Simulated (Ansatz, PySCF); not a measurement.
C₃H₁₁NOSi, SMILES O([SiH2]N)C(C)C. Atoms are numbered in the order given.

```xyz
17

C     -2.3584     1.0697     0.1952
C     -1.1864     0.1062     0.3330
C     -1.4904    -1.2842    -0.2218
O     -0.0752     0.6692    -0.3678
Si     1.5175     0.5062     0.1215
N      2.2027    -1.0805     0.0873
H     -3.2455     0.6902     0.7263
H     -2.6120     1.2002    -0.8686
H     -2.0925     2.0538     0.6087
H     -0.9320     0.0113     1.4092
H     -2.3413    -1.7444     0.3053
H     -1.7347    -1.2153    -1.2936
H     -0.6115    -1.9373    -0.1111
H      2.2540     1.3676    -0.8298
H      1.6365     0.9440     1.5404
H      2.0891    -1.7182     0.8706
H      2.3274    -1.5905    -0.7837
```
Charge 0, spin multiplicity 1.

Coordinates come from a TPSSh-D3(BJ)/def2-SVP optimisation. The structure was generated by enumeration, and PubChem lists no compound with its InChIKey, so it may never have been made. One conformer was computed; it need not be the lowest.

Two levels are set side by side: PBE-D3(BJ)/def2-SVP (Ansatz, a quantum-chemistry and plane-wave program) and TPSSh-D3(BJ)/def2-SVP (PySCF). Each level has its own optimised geometry; the coordinates shown are those of the second. Frequencies come from the Hessian of PySCF at each geometry. Differences are taken from unrounded values.

```csv
quantity,TPSSh-D3(BJ)
mean bond length (Å),1.288
bond C1–C2 (Å),1.523
bond C2–C3 (Å),1.528
bond C2–O4 (Å),1.429
bond O4–Si5 (Å),1.674
bond Si5–N6 (Å),1.729
bond C1–H7 (Å),1.101
bond C1–H8 (Å),1.101
bond C1–H9 (Å),1.100
bond C2–H10 (Å),1.110
bond C3–H11 (Å),1.102
bond C3–H12 (Å),1.101
bond C3–H13 (Å),1.101
bond Si5–H14 (Å),1.480
bond Si5–H15 (Å),1.490
bond N6–H16 (Å),1.016
bond N6–H17 (Å),1.017
highest harmonic wavenumber (cm⁻¹),3651
mean harmonic wavenumber (cm⁻¹),1383
zero-point energy (kcal/mol),88.96
```

Problem. What does PBE-D3(BJ) give, and how far is it from TPSSh-D3(BJ)? (The exact figures need the calculation; the answer reports its results.)

Solution. 
```csv
quantity,PBE-D3(BJ),PBE-D3(BJ) minus TPSSh-D3(BJ)
mean bond length (Å),1.296,0.008
bond C1–C2 (Å),1.525,0.002
bond C2–C3 (Å),1.530,0.003
bond C2–O4 (Å),1.431,0.002
bond O4–Si5 (Å),1.687,0.013
bond Si5–N6 (Å),1.737,0.009
bond C1–H7 (Å),1.109,0.007
bond C1–H8 (Å),1.109,0.008
bond C1–H9 (Å),1.108,0.007
bond C2–H10 (Å),1.120,0.010
bond C3–H11 (Å),1.109,0.007
bond C3–H12 (Å),1.109,0.008
bond C3–H13 (Å),1.108,0.008
bond Si5–H14 (Å),1.495,0.015
bond Si5–H15 (Å),1.506,0.016
bond N6–H16 (Å),1.022,0.006
bond N6–H17 (Å),1.023,0.006
highest harmonic wavenumber (cm⁻¹),3595,-55
mean harmonic wavenumber (cm⁻¹),1345,-38
zero-point energy (kcal/mol),86.51,-2.45
```

GGA bonds tend to be longer and softer than those of functionals with exact exchange. Differences between two approximate levels are no errors against the true value.
